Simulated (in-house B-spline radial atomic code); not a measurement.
Computed with a B-spline radial atomic code. Model: two electrons, singlet ground state, non-relativistic, full CI in B-splines with partial waves to l = 8 (at full coupling up to 3e-4 hartree above the limit, correlation up to 0.6 % small), density held at that of full coupling by Lieb maximisation.

Along the adiabatic connection the electron repulsion is scaled by a coupling λ while a local potential keeps the density fixed. At λ = 0 the system is the Kohn-Sham one and W equals the exchange energy; the exchange-correlation energy is the area under W between 0 and 1. The kinetic energy rises with λ as the electrons avoid each other, with dT/dλ = −λ dW/dλ.

Command:
```bash
python run_ac.py task.json out
```
Settings (lengths in bohr, energies in hartree):
```
potential              coulomb
strength               6.06
lmax                   8
wall_radius            0.6
```

Cost of the run: 2.2 s on 1 thread of Intel(R) Xeon(R) Processor @ 2.30GHz, on a shared host.

**W = mean repulsion less Hartree energy, and W of three functionals.**

Given: confinement point charge; nuclear charge 6.06; hard wall radius 0.6 bohr; external potential -Z/r.

Computed: LDA exchange minus exact 610.09 millihartree; SCAN exchange minus exact 14.893 millihartree.

```
coupling  W xc (hartree)  W xc minus exchange (millihartree)  kinetic minus Kohn-Sham (millihartree)  LDA (PW92) W minus its exchange (millihartree)  PBE W minus its exchange (millihartree)  SCAN W minus its exchange (millihartree)
       0         -4.1905                                   0                                       0                                               0                                        0                                         0
    0.02         -4.1923                              -1.851                                       0                                           -15.4                                    -2.17                                     -1.89
    0.05         -4.1951                              -4.618                                     0.1                                          -32.89                                    -5.45                                      -4.7
    0.12         -4.2015                             -11.044                                     0.7                                          -66.27                                   -13.11                                    -11.17
    0.25         -4.2133                             -22.842                                     2.8                                         -116.54                                   -27.36                                    -22.95
     0.4         -4.2267                             -36.245                                     7.2                                         -165.08                                   -43.69                                    -36.22
     0.6         -4.2442                             -53.775                                      16                                         -220.79                                   -65.18                                    -53.45
     0.8         -4.2614                             -70.926                                      28                                         -269.77                                   -86.28                                     -70.2
       1         -4.2782                             -87.708                                    43.1                                         -313.97                                  -106.95                                    -86.52
     1.4               ?                                   ?                                       ?                                               ?                                        ?                                         ?
       2          -4.357                             -166.48                                   160.5                                         -491.65                                  -203.73                                   -162.54
       3               ?                                   ?                                       ?                                               ?                                        ?                                         ?
     4.5         -4.5225                                -332                                   690.1                                         -788.98                                  -404.26                                   -321.56
       7         -4.6539                             -463.45                                    1440                                         -992.24                                  -561.45                                   -448.99
      10         -4.7797                             -589.28                                  2502.1                                         -1173.8                                  -711.67                                   -572.93
```

(1) What belongs in the row 1.4?

(2) What belongs in the row 3?

(3) What is the PBE exchange minus exact?

**Energy parts, natural occupations and partial-wave weights.**

Computed: exchange energy -4.1905 hartree; correlation energy -0.044658 hartree; kinetic part of the DFT correlation energy 0.04305 hartree; initial slope twice GL2 -0.092677 hartree; kinetic part over minus potential part 0.49084; Hartree energy 8.3809 hartree; Lieb Oxford ratio E_xc over LDA exchange 1.1829.

```
natural  occupation of the shell (electrons)
      s                                1.999
      p                           0.00077218
      s                                    ?
      d                           4.2124e-05
      p                            1.836e-05
      f                           5.8102e-06
```

(4) What belongs in the row s?

| wave | weight |
| --- | --- |
| s | 0.99958 |
| p | 0.00039593 |
| d | ? |
| f | 3.343e-06 |
| g | 7.9888e-07 |

(5) What belongs in the row d?

(6) What is the total energy?

(7) What is the Kohn-Sham kinetic?

Answers

(1) W xc (hartree): -4.3107; W xc minus exchange (millihartree): -120.21; kinetic minus Kohn-Sham (millihartree): 82; LDA (PW92) W minus its exchange (millihartree): -392.1; PBE W minus its exchange (millihartree): -146.96; SCAN W minus its exchange (millihartree): -117.99.

(2) W xc (hartree): -4.428; W xc minus exchange (millihartree): -237.56; kinetic minus Kohn-Sham (millihartree): 337.6; LDA (PW92) W minus its exchange (millihartree): -627.66; PBE W minus its exchange (millihartree): -290.33; SCAN W minus its exchange (millihartree): -230.79.

(3) 136.36 millihartree.

(4) occupation of the shell (electrons): 0.00019839.

(5) weight: 2.2858e-05.

(6) -30.3867 hartree.

(7) 44.056 hartree.

Half-way to full coupling W has made 51 % of its drop, against 50 % for a straight line, and second-order (GL2) theory, half the initial slope, overshoots the correlation energy by about 4 %: correlation is weak here. Over couplings 0 to 1 the errors in E_xc come to about +471 millihartree for LDA, +127 millihartree for PBE, +15 millihartree for SCAN, so SCAN is nearest. In LDA and PBE the errors of exchange and correlation have opposite signs, so the sum is smaller than the larger of the two.
